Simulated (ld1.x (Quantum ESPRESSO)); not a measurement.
**Ranking TM potentials for hydrogen**

All share these settings but for the change named:

ld1.x (Quantum ESPRESSO) 7.5 input, shortened:

```
&input
   title='H', zed=1., rel=1, dft='PBE', iswitch=3,
   config='1s1 2p-2'
 /
 &inputp
   pseudotype=2, tm=.true., lloc=0,
   nlcc=.false.
 /
2
2P  2  1  -2.00   0.10  0.90  0.90  0.0
1S  1  0   1.00   0.00  0.95  0.95  0.0
 &test
   configts(1)='1s1'
 /
```

Cutoff: the first of the cutoffs (Ry, on a coarse ladder) from which the occupation-weighted sum of valence levels, in a spherical-Bessel basis at the reference potential, stays within 10 and 1 mRy of its value at 400 Ry; the density cutoff is not measured.

The base gives 30 Ry.

Of 5 variants that were run, those that failed, showed a ghost or another fault, or gave nearly equal values are left out.

A variant can come out equal or close to the base.

Rank these variants from softest to hardest (loose cutoff).
A. all radii scaled by about 0.78 (s 0.74, p 0.70 bohr)
B. all radii scaled by about 0.89 (s 0.84, p 0.80 bohr)
C. all radii scaled by about 1.16 (s 1.10, p 1.04 bohr)
D. all radii scaled by about 1.38 (s 1.32, p 1.24 bohr)
E. all radii scaled by about 1.22 (s 1.16, p 1.10 bohr)

D (18 Ry), E (21 Ry), C (25 Ry), B (30 Ry), A (35 Ry).
